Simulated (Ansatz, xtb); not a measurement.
**Two isomers of C3H10OSeSi**

We compare a, `CC(C)O[SiH2][SeH]`, a singlet, with b, `CC(C)[Se][SiH2]O`, a singlet. Both are isolated molecules in the gas phase, relaxed with PBE0-D3(BJ)/def2-SVP, each in the lowest conformer that the search found.

a (Å):

```xyz
16

C     0.1391    2.0635   -0.5017
C     0.5152    0.9162    0.4189
C     1.5295   -0.0242   -0.1981
O    -0.6292    0.1438    0.7541
Se   -1.2033    1.5511    3.6794
Si   -1.8943    0.5927    1.7233
H    -0.3257    1.6787   -1.4229
H    -0.5733    2.7487   -0.0165
H     1.0290    2.6485   -0.7780
H     0.9367    1.3374    1.3525
H     1.1293   -0.4608   -1.1261
H     1.7591   -0.8461    0.4951
H     2.4633    0.5072   -0.4342
H    -2.6603   -0.6564    1.9653
H    -2.7615    1.6481    1.1204
H    -0.5445    0.3187    4.1414
```

b (Å):

| atom | x (Å) | y (Å) | z (Å) |
| --- | --- | --- | --- |
| C | 0.3326 | 1.9084 | -0.6285 |
| C | 0.5787 | 0.8053 | 0.3827 |
| C | 2.0135 | 0.3090 | 0.3802 |
| O | -2.4343 | -0.5271 | 1.6928 |
| Se | 0.1393 | 1.4159 | 2.2308 |
| Si | -2.0937 | 1.0588 | 2.0834 |
| H | 0.5587 | 1.5450 | -1.6453 |
| H | -0.7126 | 2.2492 | -0.6174 |
| H | 0.9749 | 2.7793 | -0.4261 |
| H | -0.1021 | -0.0397 | 0.1962 |
| H | 2.2807 | -0.0584 | -0.6243 |
| H | 2.1621 | -0.5110 | 1.0971 |
| H | 2.7152 | 1.1186 | 0.6368 |
| H | -2.7351 | 1.8425 | 0.9939 |
| H | -2.6289 | 1.4685 | 3.4165 |
| H | -2.0130 | -1.1869 | 2.2534 |

Q: Estimate E(b) − E(a) at the level CCSD(T)/def2-SVP + ΔMP2/def2-TZVPP.

A: Calculated at CCSD(T)/def2-SVP + ΔMP2/def2-TZVPP: E(b) − E(a) = −28.7 kJ/mol, so structure b lies lower.

How the difference moves with the method:

```
                             level              geometry  E(b) − E(a) (kJ/mol)  departure from the last row (kJ/mol)  job, with rough time for the two
              PBE0-D3(BJ)/def2-SVP  PBE0-D3(BJ)/def2-SVP                   −11.9                                 +16.8                optimisation, 91 s
                       HF/def2-SVP  PBE0-D3(BJ)/def2-SVP                    +5.1                                 +33.8           part of the CCSD(T) run
                      MP2/def2-SVP  PBE0-D3(BJ)/def2-SVP                   −16.7                                 +12.0           part of the CCSD(T) run
                  CCSD(T)/def2-SVP  PBE0-D3(BJ)/def2-SVP                    −6.4                                 +22.3                      single point
CCSD(T)/def2-SVP + ΔMP2/def2-TZVPP  PBE0-D3(BJ)/def2-SVP                   −28.7                                                   single point, 1.8 min
```

As drawn, b has 1 C–Se, 1 O–H in place of 1 C–O, 1 Se–H.

HF/def2-SVP puts the two in the other order. The largest departure from CCSD(T)/def2-SVP + ΔMP2/def2-TZVPP is that of HF/def2-SVP, 33.8 kJ/mol. Levels run at GFN2-xTB geometries aren't shown. The last row adds to CCSD(T) the change of the MP2 difference between the two basis sets, here −22.3 kJ/mol, a large step that makes the value less sure.

With thermal terms from frequencies at re-optimised GFN2-xTB minima (ideal gas, soft modes damped towards free rotors, one conformer each, 298.15 K, 1 atm): the zero-point term adds +5.7 kJ/mol; ΔH is −22.7 and ΔG −21.9 kJ/mol.

The correlated steps freeze 18 core orbitals; the filled d shell of Se is correlated, in a basis made for valence electrons. Run with Ansatz 0.2.0, xtb 6.7.1; the last row on 4 threads of Arm Neoverse V1 on a shared host.
